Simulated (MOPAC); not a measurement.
Job for MOPAC: PM3 on BFH2Se2 (SMILES FB([SeH])[SeH]), a point of a torsion scan.

```
PM3 1SCF PRECISE CHARGE=0 THREADS=1
BFH2Se2

F      0.27778351 1     2.06143018 1     0.25731164 1
B      0.11663664 1     0.77694817 1    -0.00004567 1
Se    -1.66005842 1     0.15912552 1    -0.43077567 1
Se     1.67219813 1    -0.34511439 1     0.08144443 1
H     -2.29278794 1     1.44450453 1    -0.31661806 1
H      1.00588022 1    -1.58069691 1    -0.25844363 1
```

Output:

```
*******************************************************************************
 **                                                                           **
 **                              MOPAC v23.2.5                                **
 **                                                                           **
 *******************************************************************************
 ** MOPAC's Digital Object Identifier: https://doi.org/10.5281/zenodo.6511958 **
 **                                                                           **
 ** Please cite the open-source release paper for use of this MOPAC version:  **
 ** J. E. Moussa and J. J. P. Stewart (2026)                                  **
 ** MOPAC: An open-source semiempirical molecular orbital program             **
 ** J. Open Source Softw., 11(119), 8025, https://doi.org/10.21105/joss.08025 **
 *******************************************************************************

                              PM3 CALCULATION RESULTS

 *******************************************************************************
 *  PM3        - The PM3 Hamiltonian to be used
 *
 *
 *
 *                 CHARGE ON SYSTEM = 0
 *
 *
 *
 *  PRECISE    - TIGHTER CRITERIA TO BE USED
 *  1SCF       - DO 1 SCF AND THEN STOP
 *  THREADS=1  - MULTI-THREADING NOT USED
 *  T=         - A TIME OF 172800.0 SECONDS REQUESTED
 *  DUMP=N     - RESTART FILE WRITTEN EVERY 7200.0 SECONDS REQUESTED
 *******************************************************************************
PM3 1SCF PRECISE CHARGE=0 THREADS=1
 BFH2Se2

   ATOM   CHEMICAL          X               Y               Z
  NUMBER   SYMBOL      (ANGSTROMS)     (ANGSTROMS)     (ANGSTROMS)

     1       F          0.27778351  *   2.06143018  *   0.25731164  *
     2       B          0.11663664  *   0.77694817  *  -0.00004567  *
     3      Se         -1.66005842  *   0.15912552  *  -0.43077567  *
     4      Se          1.67219813  *  -0.34511439  *   0.08144443  *
     5       H         -2.29278794  *   1.44450453  *  -0.31661806  *
     6       H          1.00588022  *  -1.58069691  *  -0.25844363  *



          CARTESIAN COORDINATES

    NO.       ATOM           X           Y           Z

     1         F          0.2778      2.0614      0.2573
     2         B          0.1166      0.7769     -0.0000
     3        Se         -1.6601      0.1591     -0.4308
     4        Se          1.6722     -0.3451      0.0814
     5         H         -2.2928      1.4445     -0.3166
     6         H          1.0059     -1.5807     -0.2584

  H: (PM3): J. J. P. STEWART, J. COMP. CHEM. 10, 209 (1989).
  B: (PM3): J. J. P. STEWART, J. MOL. MOD., 10, 155-164 (2004)
  F: (PM3): J. J. P. STEWART, J. COMP. CHEM. 10, 209 (1989).
 Se: (PM3): J. J. P. STEWART, J. COMP. CHEM. 12, 320-341 (1991).

           Empirical Formula: H2 F B Se2  =     6 atoms



      MOLECULAR POINT GROUP   :   Cs


      RHF CALCULATION, NO. OF DOUBLY OCCUPIED LEVELS = 12


 -------------------------------------------------------------------------------
 PM3 1SCF PRECISE CHARGE=0 THREADS=1
 BFH2Se2



     1SCF WAS SPECIFIED, SO BFGS WAS NOT USED
     SCF FIELD WAS ACHIEVED


                              PM3 CALCULATION
                                                       MOPAC v23.2.5 Linux




          FINAL HEAT OF FORMATION =        -87.39493 KCAL/MOL =    -365.66040 KJ/MOL


          COSMO AREA              =        121.85 SQUARE ANGSTROMS
          COSMO VOLUME            =        110.98 CUBIC ANGSTROMS

          IONIZATION POTENTIAL    =          9.972993 EV
          HOMO LUMO ENERGIES (EV) =         -9.973 -1.346
          NO. OF FILLED LEVELS    =         12
          MOLECULAR WEIGHT        =        189.7442         POINT GROUP:  Cs

          MOLECULAR DIMENSIONS (Angstroms)

            Atom       Atom       Distance
            H     6    H     5     4.47621
           Se     3    F     1     2.79724
            B     2   Se     4     0.00006


          SCF CALCULATIONS        =          1





   ATOM   CHEMICAL          X               Y               Z
  NUMBER   SYMBOL      (ANGSTROMS)     (ANGSTROMS)     (ANGSTROMS)

     1       F          0.27778351  *   2.06143018  *   0.25731164  *
     2       B          0.11663664  *   0.77694817  *  -0.00004567  *
     3      Se         -1.66005842  *   0.15912552  *  -0.43077567  *
     4      Se          1.67219813  *  -0.34511439  *   0.08144443  *
     5       H         -2.29278794  *   1.44450453  *  -0.31661806  *
     6       H          1.00588022  *  -1.58069691  *  -0.25844363  *

                             CARTESIAN COORDINATES

   1    F        0.277783510     2.061430180     0.257311640
   2    B        0.116636640     0.776948170    -0.000045670
   3   Se       -1.660058420     0.159125520    -0.430775670
   4   Se        1.672198130    -0.345114390     0.081444430
   5    H       -2.292787940     1.444504530    -0.316618060
   6    H        1.005880220    -1.580696910    -0.258443630


           Empirical Formula: H2 F B Se2  =     6 atoms



      MOLECULAR POINT GROUP   :   Cs


                  EIGENVALUES
 -27.55567 -22.89152 -21.63182 -18.61608 -18.61074 -17.91183 -15.79740 -13.89979
 -11.74656 -11.39190 -10.79384  -9.97299  -1.34621  -1.26672  -0.50342  -0.25162
  -0.19291   3.73511


              NET ATOMIC CHARGES AND DIPOLE CONTRIBUTIONS

  ATOM NO.   TYPE          CHARGE      No. of ELECS.   s-Pop       p-Pop
    1          F          -0.040759        7.0408     1.56040     5.48036
    2          B          -0.241940        3.2419     1.05277     2.18917
    3         Se           0.093747        5.9063     1.83765     4.06860
    4         Se           0.141896        5.8581     1.82683     4.03127
    5          H           0.015703        0.9843     0.98430
    6          H           0.031352        0.9686     0.96865
 DIPOLE           X         Y         Z       TOTAL
 POINT-CHG.     0.181    -1.599    -0.252     1.629
 HYBRID        -0.932     1.410     0.082     1.692
 SUM           -0.751    -0.189    -0.169     0.793


          ATOMIC ORBITAL ELECTRON POPULATIONS

     Atom    s        px        py        pz
    1  F   1.56040   1.92995   1.70351   1.84689
    2  B   1.05277   0.89249   0.81324   0.48344
    3 Se   1.83765   1.10130   1.16174   1.80556
    4 Se   1.82683   1.16395   1.06861   1.79872
    5  H   0.98430
    6  H   0.96865

 **********************
 *                    *
 * JOB ENDED NORMALLY *
 *                    *
 **********************




 == MOPAC DONE ==
```

The run finished.

Cost: about 0.020 core-seconds (a rough figure).
